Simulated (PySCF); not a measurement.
# Static response to an electric field

Species: C5H9FSSi.
Structure used (GFN2-xTB), in Å, numbered top down from 1:
```
atom  x, y, z in Å
C1     2.5310    0.1357    0.8540
S2     2.6136   -0.2875   -0.9170
Si3    0.7474   -1.3234   -1.1399
C4    -0.6477   -0.1903   -0.6066
C5    -1.2326    0.9277   -1.0584
C6    -2.1498    1.1007    0.1174
C7    -1.5313   -0.2218    0.6262
F8    -0.8769   -0.1306    1.8308
H9     3.4218    0.7114    1.0801
H10    1.6442    0.7287    1.0512
H11    2.5170   -0.7737    1.4461
H12    0.7465   -2.4890   -0.2585
H13    0.6848   -1.6428   -2.5556
H14   -1.1179    1.5117   -1.9528
H15   -3.2196    1.0748   -0.0877
H16   -1.9227    1.9524    0.7569
H17   -2.2148   -1.0719    0.7030
```

Level: B3LYP/def2-SVPD (PySCF), static field, nuclei fixed, core orbitals frozen in the response. The polarisability tensor in these axes (au):

```
x   119.52  -8.51  -1.45
y    -8.51  99.09   3.10
z    -1.45   3.10  99.56
```

Task: What are the eigenvalues, a third of the trace, and Δα (Δα² = ½Σ(αi − αj)² over the three pairs)?

Result: Principal values 94.74, 100.57 and 122.85 au; mean 106.05 au = 15.72 Å³ = 17.49 × 10⁻⁴⁰ C²·m²/J; Δα = 25.70 au (24 % of the mean).

Task: What is the dipole moment, and where does it point?

Result: (-2.10, 0.54, -0.27) D, 2.19 D in size, pointing from the negative to the positive side. Measured along this direction, the outermost atoms are H9 at the negative end and H15 at the positive end.

Task: Give the eigenvalues of the traceless quadrupole moment Θ = ½Σq(3rr − r²1), origin at the centre of nuclear charge.

Result: -10.28, 2.80, 7.48 D·Å. The values depend on the origin, since the dipole doesn't vanish. The electronic extent ⟨r²⟩ about the same centre is 1553 bohr², a root-mean-square distance of 2.36 Å for the 78 electrons.

Task: Refractivity n − 1 of an ideal gas of it at 350 K and 1 atm, from the electronic α?

Result: N = p/kT = 2.0968 × 10¹⁹ cm⁻³, so n − 1 = 2π × N × 15.72 × 10⁻²⁴ cm³ = 2071 × 10⁻⁶ at long wavelengths, for an ideal gas.

Task: Molar refractivity from α?

Result: Lorentz–Lorenz: R = (4π/3)N_A α = 2.5225 cm³/(mol·Å³) × 15.72 Å³ = 39.6 cm³/mol, in the limit of long wavelengths.

Task: What depolarisation ratio follows for Rayleigh scattering of linearly polarised light, taking the static tensor?

Result: ρ = 3Δα²/(45ᾱ² + 4Δα²) = 1981.0/(506136 + 2641.3) = 0.00389.

Geometry: GFN2-xTB, one conformer, isolated molecule.
